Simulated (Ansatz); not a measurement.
C6H9BO6 (`CC(=O)OB(OC(C)=O)OC(C)=O`) at its PBE0-D4/def2-TZVP geometry, where that method's forces vanish. The species carries charge 0 and has multiplicity 1.

```json
{"atom": "C1", "x (Å)": "2.336", "y (Å)": "1.618", "z (Å)": "2.315"}
{"atom": "C2", "x (Å)": "1.063", "y (Å)": "1.511", "z (Å)": "1.542"}
{"atom": "O3", "x (Å)": "0.215", "y (Å)": "2.345", "z (Å)": "1.460"}
{"atom": "O4", "x (Å)": "0.957", "y (Å)": "0.285", "z (Å)": "0.951"}
{"atom": "B5", "x (Å)": "0.078", "y (Å)": "-0.023", "z (Å)": "-0.054"}
{"atom": "O6", "x (Å)": "-0.214", "y (Å)": "0.914", "z (Å)": "-1.011"}
{"atom": "C7", "x (Å)": "-1.365", "y (Å)": "0.943", "z (Å)": "-1.744"}
{"atom": "C8", "x (Å)": "-1.216", "y (Å)": "1.840", "z (Å)": "-2.928"}
{"atom": "O9", "x (Å)": "-2.350", "y (Å)": "0.350", "z (Å)": "-1.427"}
{"atom": "O10", "x (Å)": "-0.321", "y (Å)": "-1.322", "z (Å)": "-0.232"}
{"atom": "C11", "x (Å)": "-0.537", "y (Å)": "-2.214", "z (Å)": "0.778"}
{"atom": "C12", "x (Å)": "-0.593", "y (Å)": "-3.609", "z (Å)": "0.250"}
{"atom": "O13", "x (Å)": "-0.693", "y (Å)": "-1.881", "z (Å)": "1.913"}
{"atom": "H14", "x (Å)": "2.367", "y (Å)": "0.827", "z (Å)": "3.067"}
{"atom": "H15", "x (Å)": "2.398", "y (Å)": "2.593", "z (Å)": "2.790"}
{"atom": "H16", "x (Å)": "3.188", "y (Å)": "1.465", "z (Å)": "1.649"}
{"atom": "H17", "x (Å)": "-0.397", "y (Å)": "1.488", "z (Å)": "-3.558"}
{"atom": "H18", "x (Å)": "-0.954", "y (Å)": "2.844", "z (Å)": "-2.587"}
{"atom": "H19", "x (Å)": "-2.144", "y (Å)": "1.863", "z (Å)": "-3.492"}
{"atom": "H20", "x (Å)": "-0.781", "y (Å)": "-4.304", "z (Å)": "1.064"}
{"atom": "H21", "x (Å)": "0.347", "y (Å)": "-3.854", "z (Å)": "-0.249"}
{"atom": "H22", "x (Å)": "-1.384", "y (Å)": "-3.678", "z (Å)": "-0.498"}
```

Q: For each bond, give half the difference of the two atoms' forces along it (eV/Å; positive pushes the atoms apart) under PBE-D4, r2SCAN-D4, B3LYP-D4, ωB97M-V in def2-TZVPP. (Best estimate.)

A: Computed: 
```
   bond  length (Å)  PBE-D4  r2SCAN-D4  B3LYP-D4  ωB97M-V
 C1–H14       1.092    0.10      -0.02     -0.06    -0.09
 C1–H16       1.092    0.10      -0.02     -0.05    -0.09
  C2–O4       1.365    0.24       0.25      0.17     0.11
  O4–B5       1.371    0.04      -0.03     -0.05     0.03
  B5–O6       1.371    0.04      -0.03     -0.05     0.03
  C7–C8       1.493   -0.31      -0.11      0.01     0.10
 C8–H17       1.092    0.10      -0.02     -0.05    -0.09
 C8–H18       1.092    0.10      -0.02     -0.06    -0.09
 C8–H19       1.087    0.10      -0.04     -0.07    -0.08
O10–C11       1.365    0.24       0.25      0.17     0.11
C11–O13       1.192    0.95       0.32      0.19     0.05
C12–H20       1.087    0.10      -0.04     -0.07    -0.08
C12–H21       1.092    0.10      -0.02     -0.05    -0.09
C12–H22       1.092    0.10      -0.02     -0.06    -0.09
```

B3LYP here is the variant with VWN-RPA as its local correlation; programs differ in this.
